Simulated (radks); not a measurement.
All-electron atom: Gd II in [Xe] 4f7 5d0.5 6s1 6p0.5 (fractional occupations, a model configuration). Method: Dirac Kohn-Sham, PBE, spin-unpolarised, spherical densities, point nucleus; open shells are shared between the two j in proportion to 2j + 1; computed with a radial shooting solver on a logarithmic mesh with Libxc functionals. Some entries of the table are withheld. Estimate them.

| orbital | occ. | eigenvalue (Ry) | <r^2> (bohr^2) |
|---|---|---|---|
| 1s1/2 | 2 | -3679.355 | 0.0006547 |
| 2s1/2 | 2 | -607.6941 | 0.01021 |
| 2p1/2 | 2 | -577.0134 | 0.007417 |
| 2p3/2 | 4 | -525.8670 | 0.008652 |
| 3s1/2 | 2 | -135.1802 | 0.06814 |
| 3p1/2 | 2 | -121.8963 | 0.06348 |
| 3p3/2 | 4 | -111.4041 | 0.07055 |
| 3d3/2 | 4 | -88.48840 | 0.05633 |
| 3d5/2 | 6 | -86.20278 | 0.05831 |
| 4s1/2 | 2 | -27.70396 | (1) |
| 4p1/2 | 2 | -22.53335 | 0.3631 |
| 4p3/2 | 4 | -20.19847 | 0.4017 |
| 4d3/2 | 4 | -11.68542 | 0.4606 |
| 4d5/2 | 6 | -11.26330 | 0.4759 |
| 5s1/2 | 2 | -4.24471 | 1.991 |
| 5p1/2 | 2 | -2.81838 | 2.510 |
| 5p3/2 | 4 | -2.49521 | 2.831 |
| 4f5/2 | 3 | -1.26314 | 0.9553 |
| 4f7/2 | 4 | -1.20747 | 0.9855 |
| 6s1/2 | 1 | -0.74056 | 14.47 |
| 5d3/2 | 0.2 | (2) | 7.041 |
| 5d5/2 | 0.3 | (3) | 7.392 |
| 6p1/2 | 0.166667 | -0.48982 | 21.64 |
| 6p3/2 | 0.333333 | -0.45838 | 23.84 |

Answer. 
(1) 4s1/2 <r^2> (bohr^2): 0.3450
(2) 5d3/2 eigenvalue (Ry): -0.72129
(3) 5d5/2 eigenvalue (Ry): -0.69642
